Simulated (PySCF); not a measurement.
# Electron correlation in Hf⁺ (hafnium, charge +1)

[Xe] 4f14 6s2 6p1, 2P determinant (an excited configuration). Computed with PySCF 2.14 in aug-cc-pwCVDZ-PP with ECP60MDF, with a scalar-relativistic core potential. Frozen: 5s2 5p6; 3 electrons correlated.

MP2 pair energies summed by pair of shells (mhartree):

```
 pair  energy  share (%)
6s-6p  -18.84       57.9
6s-6s  -13.71       42.1
```

Total MP2 correlation energy: -32.55 mhartree.

Same-spin part -2.72 and opposite-spin part -29.83 mhartree; SCS-MP2 scales them by 1/3 and 6/5 to -36.71 mhartree.
